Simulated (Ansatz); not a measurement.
C2H7Al2Cl, relaxed with RKS PBE-D4/def2-SVP in Ansatz 0.2.0 from a rough embedded geometry. The force threshold is 0.03 eV/Å; the program also tests the step.

Charge 0, multiplicity 1. The bonds changed during the relaxation, so this is another structure than the one it started from.

Start:

```xyz
12

Al    0.348    1.555   -1.420
C    -0.662    1.325    0.208
Al    0.121   -0.172    1.202
C     0.179   -2.072    0.370
Cl   -1.449   -2.523   -0.070
H    -0.357    1.430   -2.903
H     1.924    1.881   -1.403
H    -0.631    2.203    0.815
H    -1.680    1.072   -0.042
H     0.685   -0.001    2.707
H     0.858   -1.945   -0.543
H     0.665   -2.753    1.080
```

Problem. How much energy does the relaxation release, and in how many steps? (Estimate.)

Solution. The calculation gave: 70.03 kJ/mol, in 28 steps, 2 of them rejected.

Problem. Which bonds change most? (Estimate.)

Solution. Computed: Al1–Cl5 from 4.657 to 2.671 Å; C4–Cl5 from 1.746 to 1.869 Å; Al3–C4 from 2.074 to 2.007 Å; Al1–C2 from 1.930 to 1.989 Å.

Problem. Give the relaxed structure. (Estimate.)

Solution. Computed: 
```xyz
12

Al   -0.204    0.960   -1.522
C    -0.270    1.431    0.410
Al   -0.395   -0.243    1.370
C     0.760   -1.651    0.526
Cl   -0.210   -1.673   -1.071
H    -1.554    0.956   -2.389
H     1.232    0.994   -2.239
H     0.688    1.943    0.654
H    -1.108    2.118    0.651
H    -1.438   -0.726    2.483
H     1.800   -1.417    0.232
H     0.699   -2.692    0.895
```
